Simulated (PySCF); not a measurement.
## Electric field gradients and quadrupole coupling constants

Compound: C5H3F2OS (charge -1).
Numbering: `[F:1][CH:2]([F:3])[c:4]1[cH:5][cH:6][o:7][c:8]1[S-:9]` (hydrogens: H10 on C2; H11 on C5; H12 on C6)

Structure used (GFN2-xTB), in Å, numbered top down from 1:
```xyz
12
C5H3F2OS angstrom
F     -2.2072   -0.5809    1.1630
C     -1.6724   -0.1988   -0.0516
F     -2.0707   -1.2188   -0.8932
C     -0.2224    0.0011   -0.0171
C      0.8045   -0.9124    0.3345
C      1.9741   -0.2412    0.2038
O      1.7553    1.0396   -0.2081
C      0.4108    1.1997   -0.3472
S     -0.2498    2.6562   -0.8436
H     -2.1915    0.7165   -0.3699
H      0.6748   -1.9324    0.6423
H      2.9956   -0.5293    0.3611
```

Field gradients from the PBE0/pcSseg-1 density (PySCF, non-relativistic), principal values in atomic units, ordered |Vxx| ≤ |Vyy| ≤ |Vzz|:

| atom | Vxx | Vyy | Vzz |
| --- | --- | --- | --- |
| O7 | -0.5934 | -0.9041 | 1.4975 |
| S9 | -0.7240 | -1.6165 | 2.3406 |

Q: Find the asymmetry η = (Vxx − Vyy)/Vzz and the couplings χ = eQV/h (234.96 MHz × Q in barn × V in au), with Q(17O) = −0.0256 b, Q(33S) = −0.0678 b.

A: 
```json
{"atom": "O7", "environment": "furan-type oxygen", "nucleus": "17O", "η": "0.21", "χzz (MHz)": "-9.01", "χxx (MHz)": "3.57", "χyy (MHz)": "5.44"}
{"atom": "S9", "environment": "thiolate sulfur", "nucleus": "33S", "η": "0.38", "χzz (MHz)": "-37.29", "χxx (MHz)": "11.53", "χyy (MHz)": "25.75"}
```

The tensor is traceless: Vxx + Vyy + Vzz = 0.

Q: What is Vzz at S9 in SI units (1 au = 9.71736 × 10²¹ V/m²)?

A: 2.3406 au = 22.744 × 10²¹ V/m².

Were the hydrogens deuterons (Q(2H) = 0.00286 b), χzz would run from 177 kHz (H10) to 236 kHz (H11 and H12).

One conformer (not necessarily the lowest) at the GFN2-xTB geometry, without solvent, vibrations or thermal averaging. The pcSseg-1 basis has no diffuse functions, a weakness for an anion. GFN2-xTB bond lengths can be off by several hundredths of an ångström, more for odd bonds, and the gradients follow them. The small basis limits the accuracy of the gradients.
